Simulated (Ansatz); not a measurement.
Ansatz (a program for electronic structure) input for WH4, SMILES [WH4] (connectivity only; charge and spin as stated), neutral, multiplicity 3, PBE/def2-TZVPD. Coordinates come from a PBE0-D3(BJ)/def2-TZVPD optimisation. The spin state was assumed, not searched. The def2 effective core potentials stand for the cores of W; spin–orbit coupling is left out.

Ansatz 0.2 input:
```yaml
crystal:
  periodic: [false, false, false]
  atoms:
    - {symbol: W, position_ang: [0.00000000, 0.00000000, 0.00000000]}
    - {symbol: H, position_ang: [0.98421940, 0.98421940, 0.98421940]}
    - {symbol: H, position_ang: [-0.98421940, 0.98421940, -0.98421940]}
    - {symbol: H, position_ang: [-0.98421940, -0.98421940, 0.98421940]}
    - {symbol: H, position_ang: [0.98421940, -0.98421940, -0.98421940]}
basis:
  gaussian:
    orbitals: def2-TZVPD
hamiltonian:
  xc: {name: PBE}
magnetization: {spin_polarized: true, initial_magnetization: 2}
```

Output:

```
WARN ansatz: RAYON_NUM_THREADS=1 ignored (pool sized by the plan → 1); use --threads N
Functional definition: PBE
integrals: 0.02 GiB planned
550 factors; their error is unknown
mean field: 0.21 GiB planned
mean field evaluation 1: about -1887.5539 eV, gradient 1.1e1 eV
mean field evaluation 2: about -1887.6031 eV, gradient 1.3e1 eV
mean field evaluation 4: about -1888.5442 eV, gradient 3.2e-1 eV
mean field evaluation 8: about -1888.5387 eV, gradient 5.6e-2 eV
mean field -1888.53874814 eV, -69.4025188965 hartree, gradient 2.7e-5 eV, S^2 2.017485; 0 other end points of the search recorded, 0 dependent functions left out
reference -1888.53880275 eV, -69.4025209035 hartree; 10, 8 occupied and 69, 71 virtual orbitals, 550 factors
Total energy: -1888.53880275 eV, -69.4025209035 hartree
```

The run converged.

Cost: roughly 2.4 core-seconds.
